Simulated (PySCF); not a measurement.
SnI3, SMILES [I][Sn-]([I])[I], charge -1.

The structure is a stationary point at B3LYP-D3(BJ)/def2-SVPD. The isomer is the one that the SMILES or the coordinates give; other isomers of the formula were not compared. The def2 effective core potentials stand for the cores of I, Sn; spin–orbit coupling is left out.

All values below come from C-PCM-ωB97X/def2-SVPD in PySCF 2.14.0.

The values are the electrostatic part of the solvation free energy, E(continuum) − E(gas) at the gas-phase geometry, in a cavity of scaled van der Waals radii (PySCF's table); cavitation and dispersion terms are not included. A continuum can't describe solvent molecules that bind to the metal. In vacuum the orbital gap is 8.05 eV.

Computed values in water (ε = 78.36), dichloromethane (ε = 8.93), dimethylsulfoxide (ε = 46.83):
| solvent | ε | ΔG(elec) (kcal/mol) | gap (eV) |
|---|---|---|---|
| water | 78.36 | -42.2 | 8.31 |
| dichloromethane | 8.93 | -37.8 | 8.28 |
| dimethylsulfoxide | 46.83 | -41.8 | 8.31 |
